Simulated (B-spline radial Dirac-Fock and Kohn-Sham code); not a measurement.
## K-shell conversion coefficients of Co against transition energy

The computed values come from a radial finite-basis atomic code: a Dirac-Hartree-Slater potential of the neutral atom with a Latter tail (no hole, which puts coefficients of high multipoles low close above an edge), finite nucleus with surface currents. Subshells within 1 keV of threshold and pair formation are left out.

```
energy (keV)        E2        E5        M1        M2        M3        M5
        12.7       528  4.76e+06      13.2       919     29200  2.04e+07
          20       151  1.89e+06      3.45       156      4740  3.83e+06
          23      97.0  1.09e+06      2.29      90.5      2590  1.91e+06
        41.5      12.6     59000     0.416      9.46       186     69800
        41.6      12.5     58200     0.413      9.37       184     68800
          50      6.42     20800     0.245      4.70      80.3     23100
        57.4      3.85      9440     0.167      2.82      43.3     10100
        77.8      1.23      1570    0.0722     0.930      11.2      1620
          87     0.806       806    0.0533     0.623      6.85       831
         100     0.475       348    0.0367     0.380      3.73       362
         127     0.191      82.0    0.0195     0.165      1.34      88.1
         178    0.0529      10.7   0.00819    0.0530     0.327      12.6
         200    0.0341      5.36   0.00611    0.0361     0.204      6.52
         235    0.0187      2.07   0.00410    0.0215     0.107      2.68
         288   0.00889     0.644   0.00250    0.0113    0.0489     0.899
         298   0.00787     0.531   0.00231    0.0102    0.0429     0.751
         358   0.00412     0.192   0.00149   0.00586    0.0217     0.292
         394   0.00297     0.115   0.00120   0.00441    0.0153     0.181
         498   0.00138    0.0344  0.000703   0.00225   0.00674    0.0586
         500   0.00136    0.0338  0.000696   0.00222   0.00665    0.0575
         659  0.000591   0.00915  0.000380   0.00104   0.00267    0.0166
         843  0.000302   0.00320  0.000227  0.000551   0.00124   0.00594
        1000  0.000197   0.00165  0.000160  0.000361  0.000752   0.00305
        1010  0.000193   0.00159  0.000157  0.000352  0.000731   0.00294
        1600  7.08e-05  0.000343  6.53e-05  0.000122  0.000212  0.000592
        1820  5.52e-05  0.000236  5.18e-05  9.25e-05  0.000154  0.000395
        1850  5.35e-05  0.000225  5.03e-05  8.94e-05  0.000148  0.000376
        2000  4.63e-05  0.000182  4.39e-05  7.60e-05  0.000123  0.000298
        2030  4.51e-05  0.000175  4.27e-05  7.37e-05  0.000119  0.000285
```

Problem. How fast do they fall between 1850 and 2030 keV?

Solution. As powers of the energy: E2 E^-1.85, E5 E^-2.74, M1 E^-1.75, M2 E^-2.08, M3 E^-2.38, M5 E^-2.99. Within one type (E or M) the higher multipoles fall faster.
